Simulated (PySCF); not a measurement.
Compound: Ag(PF3)F (singlet state).
SMILES: `[F][Ag]<-[P](F)(F)F`

Method used: TDDFT CAM-B3LYP/def2-SVPD, vertical, gas phase, core orbitals frozen in the response, def2 core potentials past Kr (PySCF). Geometry: PBE0-D3(BJ)/def2-SVP; no solvent, vibrations or thermal averaging. Spin–orbit coupling is left out.

Each state is given a Gaussian of 0.4 eV full width at half maximum, with ε(max) = 2.175×10⁸ f / Δν̃ (Δν̃ the width in cm⁻¹). The width is an assumption, not a result. The curve ends short of the highest state used, and states not computed would add to its high-energy end.

λ (nm), ε (L mol⁻¹ cm⁻¹) and a bar:
```
    191.2       5486 ###################
    193.2       5851 ####################
    195.2       5714 ####################
    197.3       5058 ##################
    199.3       4089 ##############
    201.3       3005 ##########
    203.3       2037 #######
    205.3       1365 #####
    207.4       1096 ####
    209.4       1323 #####
    211.4       2049 #######
    213.4       3244 ###########
    215.5       4855 #################
    217.5       6460 #######################
    219.5       7800 ###########################
    221.5       8575 ##############################
    223.6       8607 ##############################
    225.6       7922 ############################
    227.6       6730 #######################
    229.6       5301 ##################
    231.6       3886 ##############
    233.7       2607 #########
    235.7       1669 ######
    237.7       1005 ###
    239.7        572 ##
    241.8        298 #
    243.8        152 
    245.8         74 
    247.8         34 
    249.9         15
```

Q: Locate the maxima and give the states behind the curve.

A: 223 nm (5.57 eV), ε about 8700, made up of S1 (50%) and S2 (50%); 194 nm (6.40 eV), ε about 5900, made up of S6 (59%), S7 (21%) and S8 (21%) (ε in L mol⁻¹ cm⁻¹; maxima over ε = 5, shares over 10%). The states used: S1 5.56 eV (f 0.064); S2 5.58 eV (f 0.065); S3 5.91 eV (f 0.0000); S4 5.97 eV (f 0.0001); S5 5.97 eV (f 0.0000); S6 6.31 eV (f 0.059); S7 6.53 eV (f 0.024); S8 6.53 eV (f 0.024); S9 7.08 eV (f 0.070).

Q: Coming from long wavelengths, where does ε first pass 100 L mol⁻¹ cm⁻¹?

A: At about 245 nm (5.06 eV), 0.50 eV below S1.

Q: What would ε be at 5.57 eV, the highest of these maxima, with half the width (0.2 eV)?

A: About 17300 L mol⁻¹ cm⁻¹ against 8690, a factor of about 1.99; a lone state at its own centre would give exactly 2.

Q: On this curve, what absorbance would a 10⁻⁴ mol/L sample give at 222 nm over a 1 cm path?

A: 222 nm is 5.585 eV, where ε is about 8700 L mol⁻¹ cm⁻¹, so A = ε c l ≈ 0.87 (Beer–Lambert, with the gas-phase spectrum and the assumed width).

The vertical ionisation energy (ΔSCF) is 11.04 eV, 3.96 eV above S9.
